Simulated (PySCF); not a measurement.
Record of a relaxation.

[ReO4]- (charge -1 and singlet state).
Bonds: Re1–O2, Re1–O3, Re1–O4, Re1–O5.

Method: PBE0-D3(BJ)/def2-SVP geometry optimisation, gas phase, def2 core potentials past Kr (PySCF 2.14.0); density fitting, grid level 1; the optimiser is geomeTRIC in internal coordinates, started from a GFN2-xTB structure with every atom displaced at random (about 0.03 Å). The frame can shift and turn from step to step; on so coarse a grid that alone can change the energy by a few meV, and forces under 0.02 eV/Å are noise.

Step 0: E = -10308.1106 eV, largest atomic force 10.266 eV/Å
```
atom  x, y, z in Å  |  force x, y, z in eV/Å
Re1     0.061   -0.077    0.013   -9.335   3.356  -0.082
O2     -0.007   -0.031    1.686    0.483  -0.328   3.943
O3      1.532    0.003   -0.600    9.721  -0.226  -3.292
O4     -0.705    1.393   -0.556    0.044  -0.572   0.221
O5     -0.806   -1.399   -0.605   -0.913  -2.231  -0.790
```

Step 1: E = -10308.8566 eV, largest atomic force 2.336 eV/Å
```
atom  x, y, z in Å  |  force x, y, z in eV/Å
Re1    -0.006   -0.007   -0.017    1.653  -1.237   0.479
O2      0.022   -0.053    1.747   -0.171   0.162  -1.881
O3      1.672   -0.049   -0.598   -2.225   0.173   0.691
O4     -0.785    1.440   -0.576    0.171  -0.513   0.195
O5     -0.829   -1.440   -0.619    0.572   1.415   0.516
```

Step 2: E = -10308.9714 eV, largest atomic force 1.287 eV/Å
```
atom  x, y, z in Å  |  force x, y, z in eV/Å
Re1     0.008   -0.017   -0.014    1.216  -0.415   0.056
O2      0.018   -0.047    1.716   -0.048   0.041  -0.088
O3      1.656   -0.047   -0.594   -0.826   0.069   0.242
O4     -0.781    1.409   -0.565   -0.225   0.393  -0.155
O5     -0.825   -1.408   -0.605   -0.118  -0.086  -0.055
```

Step 3: E = -10308.9808 eV, largest atomic force 0.561 eV/Å
```
atom  x, y, z in Å  |  force x, y, z in eV/Å
Re1     0.019   -0.025   -0.011   -0.358   0.366  -0.228
O2      0.021   -0.043    1.715    0.044  -0.022   0.128
O3      1.644   -0.043   -0.596    0.087  -0.019  -0.018
O4     -0.782    1.412   -0.568    0.192  -0.289   0.111
O5     -0.828   -1.411   -0.602    0.035  -0.036   0.008
```

Step 4: E = -10308.9827 eV, largest atomic force 0.072 eV/Å
```
atom  x, y, z in Å  |  force x, y, z in eV/Å
Re1     0.015   -0.022   -0.013   -0.036  -0.054   0.030
O2      0.026   -0.042    1.716    0.007   0.004  -0.004
O3      1.641   -0.042   -0.598    0.038   0.002  -0.019
O4     -0.780    1.410   -0.568   -0.019   0.033  -0.015
O5     -0.827   -1.414   -0.600    0.011   0.015   0.008
```

Step 5: E = -10308.9828 eV, largest atomic force 0.023 eV/Å
```
atom  x, y, z in Å  |  force x, y, z in eV/Å
Re1     0.014   -0.022   -0.012    0.021   0.010   0.001
O2      0.029   -0.040    1.717    0.002   0.002  -0.003
O3      1.640   -0.042   -0.601   -0.012   0.000   0.000
O4     -0.782    1.409   -0.568   -0.004  -0.004   0.001
O5     -0.826   -1.415   -0.598   -0.006  -0.008   0.002
```

Task: Summarise the path.

Result: The energy falls by 20.11 kcal/mol from step 0 to step 5; nine tenths of that is first reached at step 2. It falls at every step. The largest force goes from 10.266 to 0.023 eV/Å. Among the bonds Re1–O3 changes most, from 1.595 to 1.729 Å; the atoms move by 0.075 Å rms after alignment.

Task: Follow the three bonds and two angles with the largest change from start to end.

Result: 
```csv
step,E above end (kcal/mol),largest force (eV/Å),Re1–O3 (Å),Re1–O2 (Å),Re1–O5 (Å),O3–Re1–O4 (°),O2–Re1–O3 (°)
0,20.11,10.266,1.595,1.676,1.697,103.7,114.8
1,2.91,2.336,1.775,1.765,1.758,109.8,108.2
2,0.26,1.287,1.747,1.730,1.726,109.9,109.0
3,0.05,0.561,1.727,1.726,1.729,109.5,109.7
4,0.00,0.072,1.728,1.729,1.730,109.5,109.4
5,0.00,0.023,1.729,1.729,1.729,109.5,109.4
```

The cost below is that of the whole optimisation. On Arm Neoverse V1, one thread, on a shared host, this took 24 s of wall time and 0.34 GiB of memory at its peak.
